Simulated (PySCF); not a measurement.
Species: C4H14AsB.
Atom-mapped SMILES: `[BH3-:1][AsH2+:2][C@H:3]([CH3:4])[CH2:5][CH3:6]` (hydrogens: H7, H8, H9 on B1; H10, H11 on As2; H12 on C3; H13, H14, H15 on C4; H16, H17 on C5; H18, H19, H20 on C6)

Method used: PySCF 2.14.0, PBE0-D3(BJ)/def2-SVP geometry optimisation, gas phase.

**Question.** What internal coordinates does the optimisation give?

**Answer.** 
```tsv
bond	length (bohr)
B1–As2	3.861
As2–C3	3.722
C3–C4	2.879
C3–C5	2.894
C5–C6	2.875
B1–H7, B1–H8, B1–H9	2.307
As2–H10	2.858
As2–H11	2.857
C3–H12	2.083
C4–H13, C4–H14, C4–H15	2.081
C5–H16	2.086
C5–H17	2.088
C6–H18, C6–H19, C6–H20	2.079
```

Bonds in one row agree within 0.02 bohr and their mean is given. A selection of angles:
```tsv
angle	degrees
As2–B1–H7	102.8
As2–B1–H9	105.0
H7–B1–H8	114.5
H7–B1–H9	114.7
B1–As2–C3	121.7
B1–As2–H10	117.3
B1–As2–H11	114.1
C3–As2–H10	101.3
C3–As2–H11	100.1
H10–As2–H11	98.6
As2–C3–C4	109.3
As2–C3–C5	112.0
As2–C3–H12	103.9
C4–C3–C5	114.1
C4–C3–H12	109.1
C5–C3–H12	107.9
C3–C4–H13	110.0
C3–C4–H14	112.0
H13–C4–H14	107.9
C3–C5–C6	115.9
C3–C5–H16	109.0
C3–C5–H17	106.9
C6–C5–H16	109.8
C6–C5–H17	109.3
H16–C5–H17	105.4
C5–C6–H18	110.4
C5–C6–H19	111.7
H18–C6–H19	107.3
```

Torsions: B1–As2–C3–C4 57° (synclinal); As2–C3–C5–C6 69° (synclinal).

As2 (arsenic bonded to B, C and 2 H) is distorted tetrahedral (angles from 98.6° to 121.7°). B1 (four-coordinate boron) is distorted tetrahedral (angles from 102.8° to 114.7°). Of the pairs four or more bonds apart, H9···H20 is among the closest relative to their van der Waals radii: 2.25 Å, 94 % of the sum of Bondi's values.

Point group: C1 (no symmetry element, even within 0.4 Å). Stationary, but not proved a minimum. The numbers are those of one conformer.
